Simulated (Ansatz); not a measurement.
Rb₄Br₃⁺ (the lowest singlet isomer of a short search). The state is a singlet with charge 1. Geometry PBE-D4/def2-SVP, basis def2-TZVP, Ansatz.

Cartesian coordinates in Å:
```
Rb 1.9571 -2.8375 -0.6211
Rb -3.4313 -0.5631 -0.4536
Rb 1.1574 2.8663 -1.6582
Rb 0.2542 0.4304 2.1972
Br 2.6226 0.3378 -0.1808
Br -0.9694 -2.3473 0.7623
Br -1.5906 2.1135 -0.0456
```

```tsv
run	HOMO (eV)	LUMO (eV)
A	-9.37	-3.46
B	-8.18	-4.04
C	-8.44	-3.34
D	-12.01	-2.21
E	-12.12	-2.10
```

In the def2 sets Rb takes a core potential; there is no spin–orbit coupling. LC-ωPBE has ω = 0.4 bohr⁻¹. The structure comes from a short search, and lower isomers may exist.

**Question.** The runs used HF, LC-ωPBE, PBE, PBE0, r2SCAN. Estimate which is which.

**Answer.** A PBE0 (25 % exact exchange); B PBE (0 % exact exchange); C r2SCAN (0 % exact exchange); D LC-ωPBE (range-separated); E HF (100 % exact exchange). Exact exchange lowers occupied and raises empty levels; among semilocal functionals meta-GGAs tend to open the gap a little, and such runs are hard to tell apart. The gap grows from 4.14 eV (PBE) to 10.02 eV (HF).
